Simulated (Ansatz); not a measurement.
C2H3BFNO can be A, `NC1=C(O)B1F`, or B, `N#CCB(O)F`.

Isolated molecules relaxed with PBE0-D4/def2-TZVP in Ansatz; ΔE leaves out vibrations. CCSD(T)/CBS is the MP2 limit (def2-TZVPP, def2-QZVPP) plus CCSD(T) − MP2 in def2-TZVPP, frozen cores. DFT in def2-TZVPP. B3LYP here is the variant with VWN-RPA as its local correlation; programs differ in this. Each species was taken in one conformer, which may not be the lowest.

A:

```xyz
9

N     0.608    0.957    1.082
C     0.029    0.419   -0.016
C    -0.416   -0.777   -0.518
O    -0.473   -2.077   -0.208
B    -0.633    0.400   -1.338
F    -1.066    1.036   -2.416
H     0.948    1.899    1.018
H     1.109    0.367    1.724
H    -0.108   -2.224    0.671
```

B:

```xyz
9

N     0.1634    2.3734    1.6197
C    -0.1848    1.4133    1.0926
C    -0.6174    0.2064    0.4215
B     0.4686   -0.4708   -0.5067
O     0.0801   -1.4797   -1.3092
F     1.7351   -0.0742   -0.4882
H    -1.5128    0.4173   -0.1714
H    -0.9279   -0.5294    1.1726
H     0.7958   -1.8561   -1.8307
```

Question: Which is lower in electronic energy at CCSD(T)/CBS, and by how much? (Best estimate.)

Answer: Computed: B, by 72.0 kcal/mol.

Question: Give E(B) − E(A) in kcal/mol with B3LYP-D4, r2SCAN-D4, HF/def2-TZVPP, PBE0-D4, CCSD(T)/def2-TZVPP, ωB97M-V, B3LYP. (Estimate.)

Answer: Ansatz gave: B3LYP-D4 -67.8, r2SCAN-D4 -64.4, HF/def2-TZVPP -77.6, PBE0-D4 -60.7, CCSD(T)/def2-TZVPP -74.4, ωB97M-V -68.7, B3LYP -68.0. None reverses the order clearly.

Largest T1 diagnostic: 0.013.

From PBE to PBE0 (25 % exact exchange), in def2-TZVPP and without D4, E(B) − E(A) moves by −1.2 kcal/mol. In def2-TZVPP, CCSD(T) changes the Hartree–Fock value by +3.3 kcal/mol (the triples alone add +0.7 kcal/mol) and MP2 by +3.2 kcal/mol.
